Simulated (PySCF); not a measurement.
**Krypton: highly charged ions in a basis for the neutral atom**

Kr⁶⁺ [Ar] 3d10 4s2, Kr⁷⁺ [Ar] 3d10 4s1. Calculation: PySCF 2.14, in pcseg-2 (6s5p3d1f, 43 functions); no relativity, point nucleus. No spin-orbit coupling, so a gap to NIST mixes the basis error with missing relativistic terms.

Changed run: basis of the neutral atom used for a highly charged ion. This setting is unsound on purpose.

| species | method | sound run (hartree) | changed run (hartree) | converged |
| --- | --- | --- | --- | --- |
| Kr⁶⁺ | UHF | not run | -2742.43326 | yes |
| Kr⁶⁺ | r2SCAN | not run | -2743.95320 | yes |
| Kr⁶⁺ | LDA | not run | -2740.28478 | yes |
| Kr⁷⁺ | UHF | not run | -2738.56343 | yes |
| Kr⁷⁺ | r2SCAN | not run | -2740.01164 | yes |
| Kr⁷⁺ | LDA | not run | -2736.29649 | yes |

Ionisation energy of Kr⁶⁺:

| method | changed run (eV) | NIST (eV) |
| --- | --- | --- |
| UHF | 105.30 | 109.13 ± 0.05 |
| r2SCAN | 107.26 | 109.13 ± 0.05 |
| LDA | 108.53 | 109.13 ± 0.05 |

The contracted functions were made for the neutral atom and can be too rigid for a highly charged ion.
